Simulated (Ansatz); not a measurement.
## Nudged elastic band run: ClH7SiSn

The input (input.yaml):

```yaml
crystal:
  periodic: [false, false, false]
  atoms:
    - { symbol: Sn, position_ang: [-1.101902, 0.648985, -0.770828] }
    - { symbol: Si, position_ang: [0.167962, -1.428569, 0.107169] }
    - { symbol: H, position_ang: [-0.090821, 1.622884, -1.756987] }
    - { symbol: H, position_ang: [-1.721498, 1.58407, 0.528109] }
    - { symbol: H, position_ang: [-2.430274, 0.107429, -1.727182] }
    - { symbol: H, position_ang: [2.008837, 0.875485, 1.477902] }
    - { symbol: Cl, position_ang: [1.867662, 2.142005, 1.263587] }
    - { symbol: H, position_ang: [1.27439, -1.027092, 1.031833] }
    - { symbol: H, position_ang: [0.774738, -2.196419, -1.019162] }
    - { symbol: H, position_ang: [-0.748997, -2.328881, 0.865559] }
basis:
  gaussian: { orbitals: def2-SVP }
hamiltonian:
  xc: b3lyp
  dispersion: d4
neb:
  order_check: false
  images: 9
  f_tol: 0.03
  max_iterations: 21
  final_atoms:
    - { symbol: Sn, position_ang: [-1.04210027, 1.85853119, -0.77207965] }
    - { symbol: Si, position_ang: [0.89387324, -1.90607814, 0.68012645] }
    - { symbol: H, position_ang: [-0.92122572, 2.58561377, -2.31862418] }
    - { symbol: H, position_ang: [-2.39525373, 2.41886895, 0.11678993] }
    - { symbol: H, position_ang: [-0.97979783, 0.14887085, -0.85401553] }
    - { symbol: H, position_ang: [1.29698733, -0.52363714, 1.05490748] }
    - { symbol: Cl, position_ang: [0.88610508, 2.53683901, 0.43972883] }
    - { symbol: H, position_ang: [1.76739577, -2.89756049, 1.37041992] }
    - { symbol: H, position_ang: [1.01871224, -2.08168972, -0.79557735] }
    - { symbol: H, position_ang: [-0.52459912, -2.13986128, 1.0783241] }
  initial_path:
    images:
      - { positions_ang: [[-1.101902, 0.648985, -0.770828], [0.167962, -1.428569, 0.107169], [-0.090821, 1.622884, -1.756987], [-1.721498, 1.58407, 0.528109], [-2.430274, 0.107429, -1.727182], [2.008837, 0.875485, 1.477902], [1.867662, 2.142005, 1.263587], [1.27439, -1.027092, 1.031833], [0.774738, -2.196419, -1.019162], [-0.748997, -2.328881, 0.865559]] }
      - { positions_ang: [[-1.03848748, 0.71692398, -0.72783145], [0.24274236, -1.43113739, 0.16236733], [-0.10325669, 1.69294619, -1.7668625], [-1.73047894, 1.64817305, 0.52405095], [-2.344682, 0.08973581, -1.67054944], [1.81265473, 0.7680083, 1.323755], [1.76587055, 2.12186932, 1.20093625], [1.34565596, -1.17888004, 1.08475245], [0.7866288, -2.15701061, -1.00188005], [-0.73655028, -2.2707316, 0.87126146]] }
      - { positions_ang: [[-0.97507296, 0.78486297, -0.68483489], [0.31752271, -1.43370578, 0.21756566], [-0.11569238, 1.76300838, -1.776738], [-1.73945988, 1.7122761, 0.5199929], [-2.25908999, 0.07204261, -1.61391688], [1.61647245, 0.6605316, 1.169608], [1.66407911, 2.10173363, 1.1382855], [1.41692191, -1.33066809, 1.1376719], [0.79851961, -2.11760222, -0.9845981], [-0.72410357, -2.21258221, 0.87696392]] }
      - { positions_ang: [[-0.91165845, 0.85280195, -0.64183834], [0.39230307, -1.43627417, 0.27276399], [-0.12812808, 1.83307057, -1.78661351], [-1.74844083, 1.77637915, 0.51593485], [-2.17349799, 0.05434942, -1.55728432], [1.42029018, 0.5530549, 1.01546099], [1.56228766, 2.08159795, 1.07563476], [1.48818787, -1.48245613, 1.19059135], [0.81041041, -2.07819382, -0.96731616], [-0.71165685, -2.15443281, 0.88266638]] }
      - { positions_ang: [[-0.84824393, 0.92074093, -0.59884179], [0.46708343, -1.43884256, 0.32796232], [-0.14056377, 1.90313277, -1.79648901], [-1.75742177, 1.8404822, 0.5118768], [-2.08790598, 0.03665623, -1.50065176], [1.22410791, 0.4455782, 0.86131399], [1.46049622, 2.06146226, 1.01298401], [1.55945382, -1.63424418, 1.2435108], [0.82230121, -2.03878543, -0.95003421], [-0.69921014, -2.09628341, 0.88836885]] }
      - { positions_ang: [[-0.78482941, 0.98867991, -0.55584523], [0.54186378, -1.44141095, 0.38316064], [-0.15299946, 1.97319496, -1.80636451], [-1.76640271, 1.90458525, 0.50781876], [-2.00231398, 0.01896303, -1.4440192], [1.02792563, 0.3381015, 0.70716699], [1.35870477, 2.04132658, 0.95033326], [1.63071978, -1.78603222, 1.29643025], [0.83419201, -1.99937704, -0.93275226], [-0.68676342, -2.03813402, 0.89407131]] }
      - { positions_ang: [[-0.83628358, 1.16265017, -0.59909212], [0.61226567, -1.53434438, 0.44255381], [-0.30664471, 2.09567872, -1.90881645], [-1.89217291, 2.00744199, 0.42961299], [-1.79781075, 0.0449446, -1.32601846], [1.08173797, 0.16575377, 0.77671509], [1.26418484, 2.14042906, 0.84821237], [1.65805498, -2.00833788, 1.31122818], [0.87109606, -2.01583958, -0.90531728], [-0.65433056, -2.05847947, 0.93092187]] }
      - { positions_ang: [[-0.88773775, 1.33662042, -0.642339], [0.68266756, -1.62727782, 0.50194697], [-0.46028996, 2.21816248, -2.01126838], [-2.01794312, 2.11029873, 0.35140723], [-1.59330752, 0.07092616, -1.20801773], [1.13555031, -0.00659396, 0.84626318], [1.1696649, 2.23953155, 0.74609149], [1.68539017, -2.23064353, 1.32602612], [0.90800011, -2.03230211, -0.87788229], [-0.6218977, -2.07882492, 0.96777242]] }
      - { positions_ang: [[-0.93919192, 1.51059068, -0.68558589], [0.75306946, -1.72021126, 0.56134013], [-0.61393521, 2.34064625, -2.11372031], [-2.14371332, 2.21315547, 0.27320146], [-1.38880429, 0.09690772, -1.090017], [1.18936265, -0.17894168, 0.91581128], [1.07514496, 2.33863404, 0.6439706], [1.71272537, -2.45294918, 1.34082405], [0.94490415, -2.04876465, -0.85044731], [-0.58946484, -2.09917037, 1.00462298]] }
      - { positions_ang: [[-0.99064609, 1.68456094, -0.72883277], [0.82347135, -1.8131447, 0.62073329], [-0.76758047, 2.46313001, -2.21617225], [-2.26948353, 2.31601221, 0.1949957], [-1.18430106, 0.12288929, -0.97201626], [1.24317499, -0.35128941, 0.98535938], [0.98062502, 2.43773652, 0.54184972], [1.74006057, -2.67525484, 1.35562199], [0.9818082, -2.06522718, -0.82301233], [-0.55703198, -2.11951583, 1.04147354]] }
      - { positions_ang: [[-1.04210027, 1.85853119, -0.77207965], [0.89387324, -1.90607814, 0.68012645], [-0.92122572, 2.58561377, -2.31862418], [-2.39525373, 2.41886895, 0.11678993], [-0.97979783, 0.14887085, -0.85401553], [1.29698733, -0.52363714, 1.05490748], [0.88610508, 2.53683901, 0.43972883], [1.76739577, -2.89756049, 1.37041992], [1.01871224, -2.08168972, -0.79557735], [-0.52459912, -2.13986128, 1.0783241]] }
```

Launched with:

```bash
$ ansatz run input.yaml --threads 2 --pin off --max-ram 3072MiB --backend cpu --events-out ev --progress --plain --runs-dir out
```

Output, in part (warnings, iteration lines, the closing report on the highest movable image, with atoms numbered from 0):

```
NEB end point (image 0): max|allowed force component| = 6.927e-3 eV/Å (the criterion of neb.relax_end_points is 1.000e-2)
NEB end point (image 10): max|allowed force component| = 9.474e-3 eV/Å (the criterion of neb.relax_end_points is 1.000e-2)
NEB iter   1: max|band force component| = 3.614e0 eV/Å  barrier→ = 1.9716 eV  barrier← = 2.6001 eV  Δτ_max = 0.2000 Å  (250 SCF iters)
NEB iter   2: max|band force component| = 1.659e0 eV/Å  barrier→ = 1.6714 eV  barrier← = 2.2999 eV  Δτ_max = 0.2000 Å  (225 SCF iters)
NEB iter   3: max|band force component| = 1.753e0 eV/Å  barrier→ = 1.6678 eV  barrier← = 2.2962 eV  Δτ_max = 0.1011 Å  (226 SCF iters)
NEB iter   4: max|band force component| = 5.332e-1 eV/Å  barrier→ = 1.5145 eV  barrier← = 2.1429 eV  Δτ_max = 0.1020 Å  (217 SCF iters)
NEB iter   5: max|band force component| = 5.746e-1 eV/Å  barrier→ = 1.3572 eV  barrier← = 1.9857 eV  Δτ_max = 0.0454 Å  (217 SCF iters)
NEB iter   6: max|band force component| = 1.247e0 eV/Å  barrier→ = 1.3322 eV  barrier← = 1.9606 eV  CI = image 5  Δτ_max = 0.0509 Å  (203 SCF iters)
NEB iter   7: max|band force component| = 7.918e-1 eV/Å  barrier→ = 1.4740 eV  barrier← = 2.1024 eV  CI = image 5  Δτ_max = 0.1034 Å  (205 SCF iters)
NEB iter   8: max|band force component| = 3.053e-1 eV/Å  barrier→ = 1.6171 eV  barrier← = 2.2455 eV  CI = image 5  Δτ_max = 0.0394 Å  (212 SCF iters)
NEB iter   9: max|band force component| = 5.555e-2 eV/Å  barrier→ = 1.6171 eV  barrier← = 2.2455 eV  CI = image 5  Δτ_max = 0.0163 Å  (199 SCF iters)
NEB iter  10: max|band force component| = 5.003e-2 eV/Å  barrier→ = 1.6161 eV  barrier← = 2.2445 eV  CI = image 5  Δτ_max = 0.0129 Å  (187 SCF iters)
NEB iter  11: max|band force component| = 3.356e-2 eV/Å  barrier→ = 1.6156 eV  barrier← = 2.2440 eV  CI = image 5  Δτ_max = 0.0145 Å  (182 SCF iters)
NEB iter  12: max|band force component| = 1.873e-2 eV/Å  barrier→ = 1.6154 eV  barrier← = 2.2438 eV  CI = image 5  Δτ_max = 0.0000 Å  (391 SCF iters)
Total energy: -26340.43523941 eV, -967.9931408601 hartree
Atom 0 at    -0.795342     1.076643    -0.570115 Å, force     0.003170    -0.007625     0.002300 eV/Å
Atom 1 at     0.504380    -1.370654     0.362954 Å, force     0.002950     0.014188     0.001097 eV/Å
Atom 2 at    -0.078998     1.959774    -1.840548 Å, force     0.005179    -0.001213    -0.004413 eV/Å
Atom 3 at    -1.797568     1.864591     0.561603 Å, force    -0.003702     0.000546     0.004044 eV/Å
Atom 4 at    -1.700124    -0.234882    -1.280173 Å, force     0.000237     0.002392     0.001583 eV/Å
Atom 5 at     0.807900     0.357112     0.591113 Å, force    -0.004842    -0.008384    -0.009118 eV/Å
Atom 6 at     1.423076     1.892246     1.009791 Å, force    -0.001094    -0.003023     0.004997 eV/Å
Atom 7 at     1.653704    -1.712042     1.249557 Å, force    -0.002338     0.003252    -0.003471 eV/Å
Atom 8 at     0.740141    -1.902331    -1.008679 Å, force    -0.000772    -0.000518     0.001001 eV/Å
Atom 9 at    -0.757072    -1.930561     0.924497 Å, force     0.001211     0.000385     0.001981 eV/Å
Dipole moment:    -0.476133    -0.313565    -0.335086 e Å
```

It converged. A vibrational analysis at the climbing image gives one clearly imaginary mode, 1083i cm⁻¹: a first-order saddle point. The orbitals stay closed-shell, which can raise the energy where a bond breaks towards radicals; this wasn't checked here.

Final band (atoms are numbered from 1 in the order of the input):

```json
{"image": "0", "path coordinate (Å)": "0.00", "energy (kcal/mol)": "0.0", "Sn1–Si2 (Å)": "2.59", "H6–Cl7 (Å)": "1.29", "Sn1–Cl7 (Å)": "3.90"}
{"image": "1", "path coordinate (Å)": "0.50", "energy (kcal/mol)": "0.6", "Sn1–Si2 (Å)": "2.59", "H6–Cl7 (Å)": "1.29", "Sn1–Cl7 (Å)": "3.77"}
{"image": "2", "path coordinate (Å)": "1.00", "energy (kcal/mol)": "3.4", "Sn1–Si2 (Å)": "2.60", "H6–Cl7 (Å)": "1.29", "Sn1–Cl7 (Å)": "3.61"}
{"image": "3", "path coordinate (Å)": "1.51", "energy (kcal/mol)": "9.5", "Sn1–Si2 (Å)": "2.65", "H6–Cl7 (Å)": "1.31", "Sn1–Cl7 (Å)": "3.37"}
{"image": "4", "path coordinate (Å)": "2.01", "energy (kcal/mol)": "22.2", "Sn1–Si2 (Å)": "2.76", "H6–Cl7 (Å)": "1.37", "Sn1–Cl7 (Å)": "3.07"}
{"image": "5", "path coordinate (Å)": "2.51", "energy (kcal/mol)": "37.3", "Sn1–Si2 (Å)": "2.92", "H6–Cl7 (Å)": "1.71", "Sn1–Cl7 (Å)": "2.84"}
{"image": "6", "path coordinate (Å)": "3.13", "energy (kcal/mol)": "16.6", "Sn1–Si2 (Å)": "3.21", "H6–Cl7 (Å)": "2.13", "Sn1–Cl7 (Å)": "2.55"}
{"image": "7", "path coordinate (Å)": "3.76", "energy (kcal/mol)": "0.2", "Sn1–Si2 (Å)": "3.55", "H6–Cl7 (Å)": "2.34", "Sn1–Cl7 (Å)": "2.42"}
{"image": "8", "path coordinate (Å)": "4.38", "energy (kcal/mol)": "-9.3", "Sn1–Si2 (Å)": "3.88", "H6–Cl7 (Å)": "2.50", "Sn1–Cl7 (Å)": "2.39"}
{"image": "9", "path coordinate (Å)": "5.01", "energy (kcal/mol)": "-13.6", "Sn1–Si2 (Å)": "4.20", "H6–Cl7 (Å)": "2.76", "Sn1–Cl7 (Å)": "2.38"}
{"image": "10", "path coordinate (Å)": "5.63", "energy (kcal/mol)": "-14.5", "Sn1–Si2 (Å)": "4.48", "H6–Cl7 (Å)": "3.15", "Sn1–Cl7 (Å)": "2.38"}
```

Time of the run: 14 min on 2 threads of AMD EPYC 7571 (shared host), peak memory 0.26 GiB.
